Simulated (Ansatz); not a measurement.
The same molecule with X = Cu, Ag, Au. Ansatz, PBE0-D4/def2-TZVP geometries, multiplicity 1.

Elements past krypton have def2 core potentials. Scalar relativity is left out up to krypton.

```csv
X,molecule,mean X–C bond length / Å,mean X–N bond length / Å,HOMO–LUMO gap (B3LYP/def2-TZVPP) / eV,HOMO–LUMO gap (PBE0/def2-TZVPP) / eV,HOMO–LUMO gap (ωB97M-V/def2-TZVPP) / eV
Cu,`CC#[N+][Cu-][CH3]`,1.910,1.867,4.54,4.92,8.86
Ag,`CC#[N+][Ag-][CH3]`,2.067,2.120,4.57,4.94,8.78
```

Problem. Give the row for X = Au, `CC#[N+][Au-][CH3]`. (An estimate is asked.)

Solution. Ansatz gave: 
```tsv
X	molecule	mean X–C bond length / Å	mean X–N bond length / Å	HOMO–LUMO gap (B3LYP/def2-TZVPP) / eV	HOMO–LUMO gap (PBE0/def2-TZVPP) / eV	HOMO–LUMO gap (ωB97M-V/def2-TZVPP) / eV
Au	`CC#[N+][Au-][CH3]`	2.020	2.050	5.44	5.84	9.81
```

From Cu to Au the mean X–C bond length isn't monotonic: highest at Ag, lowest at Cu; the mean X–N bond length isn't monotonic: highest at Ag, lowest at Cu; the HOMO–LUMO gap (B3LYP/def2-TZVPP) rises at each step, by 0.90 eV in all; the HOMO–LUMO gap (PBE0/def2-TZVPP) rises at each step, by 0.92 eV in all; the HOMO–LUMO gap (ωB97M-V/def2-TZVPP) isn't monotonic: highest at Au, lowest at Ag.

B3LYP here is the variant with VWN-RPA as its local correlation; programs differ in this.
